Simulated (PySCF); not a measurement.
Computed IR spectrum (relative IR intensity) of a molecule C3H9In. Coordinates come from a PBE0-D3(BJ)/def2-SVP optimisation. The def2 effective core potentials stand for the cores of In; spin–orbit coupling is left out. The values are those of a single conformer. Level of theory: PySCF 2.14.0 with PBE0-D3(BJ)/def2-SVP. Frequencies are harmonic and unscaled.

Lines under 2 % of the strongest are left out, and lines within 2 cm⁻¹ are merged.

```csv
ν (cm⁻¹),relative intensity
278,2.2
358,19
454,22
576,20
616,63
639,23
981,3.4
1052,2.2
1101,6.0
1344,2.8
1466,3.1
1762,100
1766,82
3044,10
3048,13
3101,7.0
3138,12
3140,9.6
```

### Question
Which structure fits?
A) C[CH2][InH][CH3]
B) C[CH](C)[InH2]
C) CC[CH2][InH2]
D) [CH3][In]([CH3])[CH3]

### Answer
C, CC[CH2][InH2]
